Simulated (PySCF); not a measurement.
## Ar(2+): ionisation energy

Ar(2+) [Ne] 3s2 3p4 (3P) → Ar(3+) [Ne] 3s2 3p3 (4S), as a difference of total energies. All numbers are calculated (PySCF 2.14, no relativity, point nucleus, in aug-cc-pwCVTZ (8s7p5d3f, 75 functions)). Correlated levels: valence: [Ne] frozen; valence and next inner shell: 1s2 frozen; nothing frozen. The calculations carry no spin-orbit coupling.

```json
{"method": "UHF", "ionisation energy (eV)": "39.397", "plus first-order spin-orbit estimate": "39.458", "difference from reference of that sum (eV)": "-1.277"}
{"method": "LDA", "ionisation energy (eV)": "40.857", "plus first-order spin-orbit estimate": "40.919", "difference from reference of that sum (eV)": "+0.184"}
{"method": "PBE", "ionisation energy (eV)": "40.739", "plus first-order spin-orbit estimate": "40.801", "difference from reference of that sum (eV)": "+0.066"}
{"method": "PBE0", "ionisation energy (eV)": "40.737", "plus first-order spin-orbit estimate": "40.798", "difference from reference of that sum (eV)": "+0.063"}
{"method": "r2SCAN", "ionisation energy (eV)": "40.701", "plus first-order spin-orbit estimate": "40.763", "difference from reference of that sum (eV)": "+0.028"}
{"method": "BHandHLYP", "ionisation energy (eV)": "40.678", "plus first-order spin-orbit estimate": "40.739", "difference from reference of that sum (eV)": "+0.004"}
{"method": "M06-L", "ionisation energy (eV)": "40.586", "plus first-order spin-orbit estimate": "40.647", "difference from reference of that sum (eV)": "-0.088"}
{"method": "MN15", "ionisation energy (eV)": "40.993", "plus first-order spin-orbit estimate": "41.054", "difference from reference of that sum (eV)": "+0.319"}
{"method": "M06", "ionisation energy (eV)": "40.643", "plus first-order spin-orbit estimate": "40.705", "difference from reference of that sum (eV)": "-0.030"}
{"method": "MP2 (valence)", "ionisation energy (eV)": "40.228", "plus first-order spin-orbit estimate": "40.289", "difference from reference of that sum (eV)": "-0.446"}
{"method": "SCS-MP2 (valence)", "ionisation energy (eV)": "40.322", "plus first-order spin-orbit estimate": "40.384", "difference from reference of that sum (eV)": "-0.351"}
{"method": "MP2 (valence and next inner shell)", "ionisation energy (eV)": "40.278", "plus first-order spin-orbit estimate": "40.339", "difference from reference of that sum (eV)": "-0.396"}
{"method": "SCS-MP2 (valence and next inner shell)", "ionisation energy (eV)": "40.357", "plus first-order spin-orbit estimate": "40.419", "difference from reference of that sum (eV)": "-0.316"}
{"method": "MP2 (all electrons)", "ionisation energy (eV)": "40.280", "plus first-order spin-orbit estimate": "40.341", "difference from reference of that sum (eV)": "-0.394"}
{"method": "SCS-MP2 (all electrons)", "ionisation energy (eV)": "40.358", "plus first-order spin-orbit estimate": "40.420", "difference from reference of that sum (eV)": "-0.315"}
```

Reference: 40.735 ± 0.012 eV (semi-empirical (NIST evaluation); NIST Atomic Spectra Database, ionization energies).

A first-order spin-orbit estimate (lowest level to lowest level, LS coupling) adds 0.062 eV.

Errors of the correlated levels include the incompleteness of this basis and the frozen core.
